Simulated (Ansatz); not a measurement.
Reaction (substitution at a C–C bond): `C=CCC=C` + `OB(O)O` → `C=CCOB(O)O` + ethylene

Computed with Ansatz on PBE0-D4/def2-TZVP structures; ΔE is electronic, products minus reactants. CCSD(T)/CBS adds triple-zeta CCSD(T) − MP2 to the extrapolated MP2 energy (def2 sets, frozen cores). This one scheme is used for every species. Functionals use def2-TZVPP. One conformer a species, not always the lowest.

`C=CCC=C`:

```xyz
13

C     1.803   -1.517    0.191
C     1.203   -0.338    0.117
C    -0.175   -0.044    0.626
C    -1.101    0.363   -0.478
C    -1.698    1.543   -0.572
H     1.318   -2.371    0.654
H     2.800   -1.671   -0.204
H     1.716    0.495   -0.360
H    -0.567   -0.935    1.130
H    -0.132    0.760    1.370
H    -1.261   -0.380   -1.256
H    -1.555    2.311    0.183
H    -2.352    1.783   -1.401
```

`OB(O)O`:

Z-matrix (Å, degrees):
```
B
O 1 1.366
O 1 1.366 2 120.0
O 1 1.366 2 120.0 3 180.0
H 2 0.960 1 112.2 3 -0.0
H 3 0.960 1 112.2 2 180.0
H 4 0.960 1 112.2 2 0.0
```

`C=CCOB(O)O`:

```xyz
14

C    -2.609    0.167   -1.048
C    -1.574   -0.434   -0.482
C    -0.171    0.058   -0.575
O     0.378    0.168    0.730
B     1.719    0.055    0.943
O     2.209    0.181    2.214
O     2.576   -0.184   -0.092
H    -3.610   -0.245   -0.986
H    -2.491    1.093   -1.602
H    -1.713   -1.356    0.078
H     0.434   -0.634   -1.171
H    -0.144    1.035   -1.068
H     1.511    0.347    2.851
H     3.485   -0.251    0.207
```

`C=C`:

Z-matrix (Å, degrees):
```
C
C 1 1.323
H 1 1.085 2 121.7
H 1 1.085 2 121.7 3 -180.0
H 2 1.085 1 121.7 3 -0.0
H 2 1.085 1 121.7 3 -180.0
```

(1) Is it downhill or uphill in electronic energy at CCSD(T)/CBS, and by how much? (Best estimate.)

(2) What do these levels give: PBE0, MP2/def2-TZVPP, SCS-MP2/def2-TZVPP, CCSD/def2-TZVPP, SCS-MP2/def2-QZVPP, MP2/CBS(def2)? (An estimate is asked.)

Largest T1 diagnostic among the species: 0.012.

## Answers

(1) The calculation gave: Uphill: ΔE = +0.62 eV.

(2) Ansatz gave: PBE0 0.64, MP2/def2-TZVPP 0.70, SCS-MP2/def2-TZVPP 0.63, CCSD/def2-TZVPP 0.60, SCS-MP2/def2-QZVPP 0.64, MP2/CBS(def2) 0.71 eV.

In def2-TZVPP, CCSD(T) changes the Hartree–Fock value by +0.09 eV (the triples alone add +0.01 eV) and MP2 by +0.18 eV.
